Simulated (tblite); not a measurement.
Species: C₄H₄OSSi.
Bonds: C1–C2 (triple), C2–C3, C3–C4 (double), C4–S5 (double), C3–Si6, Si6–O7. Hydrogens: H8 on C1; H9, H10 on Si6; H11 on O7.

Computed with GFN2-xTB (tblite), gas phase: L-BFGS steps from a force-field or distance-geometry start until the largest atomic force falls under 0.01 eV/Å.

The end geometry, which sets the zero of energy:
```
atom  x, y, z in Å
C1     -1.1904   -2.1418   -0.1342
C2     -0.9884   -0.9565   -0.1467
C3     -0.6405    0.4012   -0.1293
C4     -1.4446    1.4097   -0.2598
S5     -2.2513    2.7377   -0.3865
Si6     1.2401    0.7392    0.0732
O7      1.8376   -0.3574    1.1019
H8     -1.4317   -3.1619   -0.1418
H9      1.8316    0.5965   -1.2578
H10     1.4703    2.0103    0.7336
H11     1.5728   -1.2744    1.0912
```

Question: These geometries come from the run, each turned onto the end geometry. Order them by energy, lowest first.
A.
```
atom  x, y, z in Å
C1     -1.2713   -2.1545   -0.1697
C2     -1.0047   -0.9818   -0.1492
C3     -0.6365    0.3717   -0.1198
C4     -1.4341    1.3862   -0.2515
S5     -2.2106    2.7309   -0.3915
Si6     1.2374    0.7378    0.0820
O7      1.8873   -0.2987    1.1400
H8     -1.5355   -3.1701   -0.1839
H9      1.8217    0.5934   -1.2517
H10     1.4153    2.0292    0.7170
H11     1.7366   -1.2415    1.1220
```
B.
```
atom  x, y, z in Å
C1     -1.3745   -2.0940   -0.1882
C2     -1.0118   -0.9513   -0.1420
C3     -0.5811    0.3823   -0.0872
C4     -1.4393    1.3450   -0.2482
S5     -2.3962    2.5609   -0.4274
Si6     1.2796    0.7414    0.1237
O7      1.9285   -0.2875    1.1913
H8     -1.7197   -3.0794   -0.2337
H9      1.9311    0.5427   -1.1693
H10     1.4519    2.0744    0.6722
H11     1.9369   -1.2318    1.0526
```
C.
```
atom  x, y, z in Å
C1     -1.3049   -2.1440   -0.1788
C2     -1.0095   -0.9792   -0.1713
C3     -0.6268    0.3687   -0.1257
C4     -1.4272    1.3809   -0.2626
S5     -2.2680    2.6864   -0.3952
Si6     1.2427    0.7439    0.0917
O7      1.9038   -0.2870    1.1468
H8     -1.5965   -3.1499   -0.1883
H9      1.8271    0.5870   -1.2406
H10     1.4495    2.0323    0.7299
H11     1.8152   -1.2365    1.1378
```
D.
```
atom  x, y, z in Å
C1     -1.3801   -2.1169   -0.1904
C2     -0.9919   -0.9731   -0.1434
C3     -0.6112    0.4047   -0.0833
C4     -1.4344    1.4029   -0.2504
S5     -2.4225    2.5492   -0.4325
Si6     1.3034    0.7294    0.1582
O7      1.9658   -0.3046    1.2092
H8     -1.7435   -3.0938   -0.2348
H9      1.9414    0.5524   -1.1400
H10     1.4423    2.0901    0.6246
H11     1.9361   -1.2377    1.0266
```
E.
```
atom  x, y, z in Å
C1     -1.3608   -2.1113   -0.1831
C2     -0.9940   -0.9683   -0.1452
C3     -0.5984    0.3779   -0.1177
C4     -1.4354    1.3611   -0.2554
S5     -2.3655    2.6005   -0.4147
Si6     1.2658    0.7393    0.0952
O7      1.9109   -0.2652    1.1869
H8     -1.6917   -3.1034   -0.2240
H9      1.8924    0.5566   -1.2188
H10     1.4700    2.0295    0.7271
H11     1.9124   -1.2140    1.0937
```

Answer: A (0.005 eV), C (0.010 eV), E (0.022 eV), B (0.041 eV), D (0.148 eV).

In the order of the answer:

```json
{"step": "33", "E above end (eV)": "0.005", "largest force (eV/Å)": "0.07", "rms force component (eV/Å)": "0.025", "rms distance from end (Å)": "0.077", "rms bond change (Å)": "0.001", "bond most changed (Å)": "C3–Si6 -0.002"}
{"step": "28", "E above end (eV)": "0.010", "largest force (eV/Å)": "0.09", "rms force component (eV/Å)": "0.034", "rms distance from end (Å)": "0.107", "rms bond change (Å)": "0.001", "bond most changed (Å)": "C3–Si6 -0.002"}
{"step": "17", "E above end (eV)": "0.022", "largest force (eV/Å)": "0.14", "rms force component (eV/Å)": "0.042", "rms distance from end (Å)": "0.164", "rms bond change (Å)": "0.004", "bond most changed (Å)": "C3–Si6 -0.011"}
{"step": "9", "E above end (eV)": "0.041", "largest force (eV/Å)": "0.20", "rms force component (eV/Å)": "0.068", "rms distance from end (Å)": "0.189", "rms bond change (Å)": "0.005", "bond most changed (Å)": "C3–Si6 -0.015"}
{"step": "2", "E above end (eV)": "0.148", "largest force (eV/Å)": "2.48", "rms force component (eV/Å)": "0.621", "rms distance from end (Å)": "0.202", "rms bond change (Å)": "0.019", "bond most changed (Å)": "C3–Si6 +0.035"}
```

The cost below is that of the whole relaxation. On one thread of an Arm Neoverse N1, no GPU, shared host with 64 logical CPUs at a one-minute load of 61, this took 0.65 s.
